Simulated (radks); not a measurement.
Results of a calculation; reference values are marked as such.
Spherical jellium clusters: N electrons in a uniform positive sphere of charge N and radius rs N^(1/3), rs = 2.6 bohr. Level of theory: non-relativistic Kohn-Sham, exchange-only LDA, spin-polarised, spherical densities (a radial shooting solver with Libxc functionals). Levels are named by radial order and angular momentum (1s, 1p, 1d, 2s, ...), and open shells are averaged over m.

N = 23, configuration 1s2 1p6 1d10 2s2 1f(up 3, down 0). This is the lowest configuration that the search found. Occupied and some empty levels:

level    occupation  eigenvalue (eV)  <r> (bohr)
1s up             1          -8.1267       4.553
1s down           1          -7.9325       4.345
1p up             3          -6.4271       5.485
1p down           3          -6.0687       5.344
1d up             5          -4.3582       6.221
1d down           5          -3.8916       6.136
2s up             1          -3.5629       5.548
2s down           1          -3.2711       5.568
1f up             3          -2.0575       7.007
1f down           0          -1.5321       7.001
2p up             0          -1.3917       7.632
2p down           0          -1.0661       7.734

Energy (eV): total -6.03603, kinetic 84.862, external -2261.7, Hartree 1098.1, exchange-correlation -95.427, background 1168.1.
